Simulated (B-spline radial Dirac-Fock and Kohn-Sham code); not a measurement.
ΔSCF core binding energies without Breit or QED terms, calculated with an atomic code on a B-spline grid.

A sound run for atomic ruthenium, configuration [Kr] 4d7 5s1: The ground state converged in 11 iterations, with total energy -4529.26935 Ha, virial ratio 1.96079 and highest orbital energy -6.07 eV. ΔSCF binding energies: K (1s) 22188.6 eV, L3 (2p3/2) 2851.7 eV, M5 (3d5/2) 287.8 eV.

A second run, with one unsound setting: The ground state had not converged after 71 iterations, with total energy -4529.26112 Ha, virial ratio 1.96054 and highest orbital energy -5.75 eV. ΔSCF binding energies: K (1s) 22188.7 eV, L3 (2p3/2) 2851.8 eV, M5 (3d5/2) 287.8 eV (not all states converged, so these are not final).

```
iter   energy (Ha)        error
   1    -4522.13615325  1.54e+00
   2    -4525.76460634  3.77e-01
   3    -4526.02898072  3.59e-01
   4    -4526.27443201  3.41e-01
   5    -4526.50225796  3.25e-01
   6    -4526.71366839  3.09e-01
   7    -4526.90979129  2.93e-01
   8    -4527.09167855  2.78e-01
   9    -4527.26031130  2.64e-01
  17    -4528.23014616  1.70e-01
  25    -4528.74584024  1.12e-01
  33    -4529.01208361  7.51e-02
  41    -4529.14529273  4.86e-02
  49    -4529.21006554  3.04e-02
  57    -4529.24091887  1.85e-02
  65    -4529.25548978  1.15e-02
  71    -4529.26112285  9.18e-03
```

Q: Which fault fits the second run best?
A. nuclear radius in wrong units
B. damping too heavy
C. spline order too low
D. box too small

A: B. The input had damp = 0.97; ndamp = 100: damp is so close to 1 that the orbitals hardly move in each step.
